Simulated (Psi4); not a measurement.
Cl₂Pb, charge +1, doublet, at a GFN2-xTB geometry (such geometries of metal compounds can be far from the true shape) (a state made from the parent by changing its charge; the spin is typed, not shown lowest) (core potentials on Pb); BHHLYP/def2-SVPD in Psi4 1.11.

Here is a job for Psi4.
```
memory 2 GB

molecule mol {
1 2
Pb    0.010156   -0.015659    0.634723
Cl    0.889491    1.051078   -1.520427
Cl   -0.938478   -0.975544   -1.541178
}

set {
  basis def2-svpd
  reference uks
  scf_type pk
  puream true
  d_convergence 1e-8
  dft_radial_points 99
  dft_spherical_points 590
}

energy('bhhlyp')
print_variables()
```

What the program printed (banner, timings and long lists left out):

```
   => Loading Basis Set <=

    Name: DEF2-SVPD
    Role: ORBITAL
    Keyword: BASIS

    !!!  WARNING: ECP capability is in beta. Please check occupations closely.  !!!

         ---------------------------------------------------------
                                   SCF
               by Justin Turney, Rob Parrish, Andy Simmonett
                          and Daniel G. A. Smith
                              UKS Reference
         ---------------------------------------------------------

  ==> Geometry <==

    Molecular point group: cs
    Full point group: Cs

    Geometry (in Angstrom), charge = 1, multiplicity = 2:

       Center              X                  Y                   Z               Mass
    ------------   -----------------  -----------------  -----------------  -----------------
         PB           0.004146738880    -0.545178620680     0.000000000000   207.976652500000
         CL          -1.376943641256     1.610840570744     0.000000000000    34.968852682000
         CL           1.352280982779     1.631599939809     0.000000000000    34.968852682000

  Running in cs symmetry.

  Rotational constants: A =      0.12943  B =      0.06862  C =      0.04485 [cm^-1]
  Rotational constants: A =   3880.27159  B =   2057.31244  C =   1344.47462 [MHz]
  Nuclear repulsion =  210.626085555229935

  Charge       = 1
  Multiplicity = 2
  Electrons    = 55
  Nalpha       = 28
  Nbeta        = 27

  ==> Algorithm <==

  SCF Algorithm Type is PK.
  DIIS enabled.
  MOM disabled.
  Fractional occupation disabled.
  Guess Type is SAD.
  Energy threshold   = 1.00e-06
  Density threshold  = 1.00e-08
  Integral threshold = 1.00e-12

  ==> Primary Basis <==

  Basis Set: DEF2-SVPD
    Blend: DEF2-SVPD
    Number of shells: 34
    Number of basis functions: 86
    Number of Cartesian functions: 93
    Spherical Harmonics?: true
    Max angular momentum: 2

  Core potential: DEF2-SVPD
    Number of shells: 4
    Number of ECP primitives: 18
    Number of ECP core electrons: 60
    Max angular momentum: 3

  ==> DFT Potential <==

   => LibXC <=

    Version 7.1.2
    S. Lehtola, C. Steigemann, M. J. T. Oliveira, and M. A. L. Marques,  SoftwareX 7, 1–5 (2018) (10.1016/j.softx.2017.11.002)

   => Composite Functional: BHANDHLYP <=

    BHandHLYP Hyb-GGA Exchange-Correlation Functional

    A. D. Becke,  J. Chem. Phys. 98, 1372 (1993) (10.1063/1.464304)
    Defined through Gaussian implementation.

    Deriv               =              1
[...]

   @Spin Contamination Metric:   1.014407918E-02
   @S^2 Expected:                7.500000000E-01
   @S^2 Observed:                7.601440792E-01
   @S   Expected:                5.000000000E-01
   @S   Observed:                5.000000000E-01

    Orbital Energies [Eh]
    ---------------------

    Alpha Occupied:

[...]
      21Ap    -0.568098

    Alpha Virtual:

[...]
      60Ap    55.829967

    Beta Occupied:

[...]
    Beta Virtual:

[...]
    Final Occupation by Irrep:
             Ap   App
    DOCC [    20,    7 ]
    SOCC [     1,    0 ]
    NA   [    21,    7 ]
    NB   [    20,    7 ]

  @UKS Final Energy: -1112.62837318303468

   => Energetics <=

    Nuclear Repulsion Energy =            210.6260855552299347
    One-Electron Energy =               -2014.4880608113546714
    Two-Electron Energy =                 728.4715349024378384
    DFT Exchange-Correlation Energy =     -37.2379328293479404
    Empirical Dispersion Energy =           0.0000000000000000
    VV10 Nonlocal Energy =                  0.0000000000000000
    Total Energy =                      -1112.6283731830346824

  UHF NO Occupations:
  HONO-2 :   19 Ap 1.9994884
  HONO-1 :   20 Ap 1.9962932
  HONO-0 :   21 Ap 1.0000000
  LUNO+0 :   22 Ap 0.0037068
  LUNO+1 :   23 Ap 0.0005116
  LUNO+2 :   24 Ap 0.0004073
  LUNO+3 :   25 Ap 0.0001852

Computation Completed

Properties will be evaluated at   0.000000,   0.000000,   0.000000 [a0]

Properties computed using the SCF density matrix

 Multipole Moments:

 ------------------------------------------------------------------------------------
     Multipole            Electronic (a.u.)      Nuclear  (a.u.)        Total (a.u.)
 ------------------------------------------------------------------------------------

 L = 1.  Multiply by 2.5417464519 to convert [e a0] to [Debye]
 Dipole X            :          0.6286890           -0.6199000            0.0087890
 Dipole Y            :        -82.6548741           81.4992750           -1.1555991
 Dipole Z            :          0.0000000            0.0000000            0.0000000
 Magnitude           :                                                    1.1556325

 ------------------------------------------------------------------------------------

  Variable Map:
  ----------------------------------------------------------------------------
[...]
  Array Variable Map:
  ----------------------------------------------------------------------------
[...]
[...]
```
